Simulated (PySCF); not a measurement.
FS, doublet, at a GFN2-xTB geometry; BLYP/def2-SVP in PySCF.

Input for PySCF:
```python
from pyscf import gto, scf, dft

mol = gto.M(
    atom='''
S    -0.00000000   -0.00000000   -0.58553681
F     0.00000000    0.00000000    1.04095434
''',
    basis='def2-svp',
    spin=1,
    verbose=4,
)

mf = dft.UKS(mol)
mf.xc = 'blyp'
mf.init_guess = 'sap'
mf.kernel()
mf.analyze()
```

Output, abridged:

```
PySCF version 2.14.0

[INPUT] verbose = 4
[INPUT] num. atoms = 2
[INPUT] num. electrons = 25
[INPUT] charge = 0
[INPUT] spin (= nelec alpha-beta = 2S) = 1
[INPUT] symmetry False subgroup None
[INPUT] Mole.unit = angstrom
[INPUT] Symbol           X                Y                Z      unit          X                Y                Z       unit  Magmom
[...]
nuclear repulsion = 46.850250843652
number of shells = 14
number of NR pGTOs = 60
number of NR cGTOs = 32
basis = def2-svp
ecp = {}

******** <class 'pyscf.dft.uks.UKS'> ********
method = UKS
initial guess = sap
damping factor = 0
level_shift factor = 0
DIIS = <class 'pyscf.scf.diis.CDIIS'>
diis_start_cycle = 1
diis_space = 8
diis_damp = 0
SCF conv_tol = 1e-09
SCF conv_tol_grad = None
SCF max_cycles = 50
direct_scf = True
direct_scf_tol = 1e-13
number electrons alpha = 13  beta = 12
XC library pyscf.dft.libxc version 7.1.2
    S. Lehtola, C. Steigemann, M. J. T. Oliveira, and M. A. L. Marques,  SoftwareX 7, 1–5 (2018)
XC functionals = blyp
    A. D. Becke,  Phys. Rev. A 38, 3098 (1988)
    C. Lee, W. Yang, and R. G. Parr,  Phys. Rev. B 37, 785 (1988)
    B. Miehlich, A. Savin, H. Stoll, and H. Preuss,  Chem. Phys. Lett. 157, 200 (1989)
radial grids:
    Treutler-Ahlrichs [JCP 102, 346 (1995); DOI:10.1063/1.469408] (M4) radial grids

becke partition: Becke, JCP 88, 2547 (1988); DOI:10.1063/1.454033
pruning grids: <function nwchem_prune>
grids dens level: 3
symmetrized grids: False
atomic radii adjust function: <function treutler_atomic_radii_adjust>
small_rho_cutoff = 0
Set gradient conv threshold to 3.16228e-05
Initial guess from superposition of atomic potentials (doi:10.1021/acs.jctc.8b01089)
This is the Gaussian fit version as described in doi:10.1063/5.0004046.
Found SAP basis sapgrasplarge

tot grids = 33144
init E= -497.223753472985

cycle= 1 E= -496.477329936774  delta_E= 0.746  |g|= 1.59  |ddm|= 1.77
cycle= 2 E= -495.125791510504  delta_E= 1.35  |g|= 2.37  |ddm|= 2.92
cycle= 3 E= -497.630709608774  delta_E= -2.5  |g|= 0.467  |ddm|= 1.77
cycle= 4 E= -497.737950333173  delta_E= -0.107  |g|= 0.135  |ddm|= 0.562
cycle= 5 E= -497.745467303616  delta_E= -0.00752  |g|= 0.0308  |ddm|= 0.163
cycle= 6 E= -497.745888961887  delta_E= -0.000422  |g|= 0.00929  |ddm|= 0.0407
cycle= 7 E= -497.745946807006  delta_E= -5.78e-05  |g|= 0.000932  |ddm|= 0.0114
cycle= 8 E= -497.745947210878  delta_E= -4.04e-07  |g|= 0.000422  |ddm|= 0.00125
[...]
Extra cycle  E= -497.745947278772  delta_E= -9.09e-13  |g|= 2.82e-07  |ddm|= 1.45e-06
converged SCF energy = -497.745947278772  <S^2> = 0.75156626  2S+1 = 2.0015656
**** SCF Summaries ****
Total Energy =                        -497.745947278772064
Nuclear Repulsion Energy =              46.850250843651992
One-electron Energy =                 -781.823432067971339
Two-electron Energy =                  237.227233945547255
Two-electron Coulomb Energy =          273.323945578799453
DFT Exchange-Correlation Energy =      -36.096711633252198
**** MO energy ****
                             alpha | beta                alpha | beta
[...]
To work with the spin densities directly, `use mulliken_meta_spin()` only printing them here.

 ** Mulliken spin pop alpha/beta on meta-lowdin orthogonal AOs **
 ** Mulliken Spin Density (per AO)  **
spin_pop of  0 S 1s        0.00000
spin_pop of  0 S 2s        0.00000
spin_pop of  0 S 3s        0.00424
spin_pop of  0 S 4s        0.00008
spin_pop of  0 S 2px       0.00011
spin_pop of  0 S 2py       0.00000
spin_pop of  0 S 2pz      -0.00000
spin_pop of  0 S 3px       0.84671
spin_pop of  0 S 3py       0.00976
spin_pop of  0 S 3pz      -0.00134
spin_pop of  0 S 4px       0.00071
spin_pop of  0 S 4py       0.00011
spin_pop of  0 S 4pz       0.00022
spin_pop of  0 S 3dxy      0.00003
spin_pop of  0 S 3dyz     -0.00003
spin_pop of  0 S 3dz^2     0.00027
spin_pop of  0 S 3dxz      0.00046
spin_pop of  0 S 3dx2-y2    0.00066
spin_pop of  1 F 1s       -0.00000
spin_pop of  1 F 2s        0.00149
spin_pop of  1 F 3s        0.00004
spin_pop of  1 F 2px       0.14020
spin_pop of  1 F 2py       0.00170
spin_pop of  1 F 2pz      -0.00573
spin_pop of  1 F 3px       0.00029
spin_pop of  1 F 3py       0.00002
spin_pop of  1 F 3pz       0.00007
spin_pop of  1 F 3dxy      0.00000
spin_pop of  1 F 3dyz     -0.00001
spin_pop of  1 F 3dz^2    -0.00002
spin_pop of  1 F 3dxz     -0.00003
spin_pop of  1 F 3dx2-y2    0.00001
 ** Mulliken Spin Density (per atom)  **
spin density of  0 S =      0.86199
spin density of  1 F =      0.13801
 ** Mulliken pop alpha/beta on meta-lowdin orthogonal AOs **
 ** Mulliken pop       alpha | beta **
[...]
In total            13.00000 | 12.00000
 ** Mulliken atomic charges   ( Nelec_alpha | Nelec_beta ) **
charge of  0S =      0.28376  (     8.28912      7.42713 )
charge of  1F =     -0.28376  (     4.71088      4.57287 )
Dipole moment(X, Y, Z, Debye):  0.00000,  0.00000, -0.90153
```
